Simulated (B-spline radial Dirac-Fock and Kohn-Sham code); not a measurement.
These are calculated numbers from a radial atomic solver; the model is multi-electron Dirac-Fock with separately optimised hole states, Breit and Lamb-shift corrections added in first order. No correlation.

Question: An atom or ion in its tabulated ground configuration has these computed binding energies (the last is its least bound level). Which is it?

```csv
level,binding energy (eV)
L1,13245.5
L2,12680.2
L3,11343.9
M2,3708.5
M3,3411.9
N1,1612.5
"N4,5",1235.2
```

Answer: W³⁰⁺: Z = 74 with 44 electrons, [Kr] 4d8.

Question: Identify the element and charge state from the binding energies below (tabulated ground configuration; the least bound level is included).

```
level  binding energy (eV)
    K              45069.9
   L1               8588.2
   L2               8188.5
   L3               7670.7
   M1               2899.6
   M2               2731.9
 M4,5               2336.1
```

Answer: Nd³⁴⁺: Z = 60 with 26 electrons, [Ar] 3d8. The hydrogen-like estimate √(E/Ry) = 57.6 for the K level lies 2.4 below Z (screening lowers it, relativity raises it); the outermost level, at 2336.1 eV, fixes the charge.

Question: An atom or ion in its tabulated ground configuration has these computed binding energies (the last is its least bound level). Which is it?

| level | binding energy (eV) |
| --- | --- |
| 2s | 7031.0 |
| 2p3/2 | 6244.3 |
| 3s | 2083.5 |
| 3p3/2 | 1841.0 |
| 3d5/2 | 1552.6 |
| 4s | 889.0 |
| 4p | 813.5 |

Answer: La²⁴⁺: Z = 57 with 33 electrons, [Ar] 3d10 4s2 4p3.
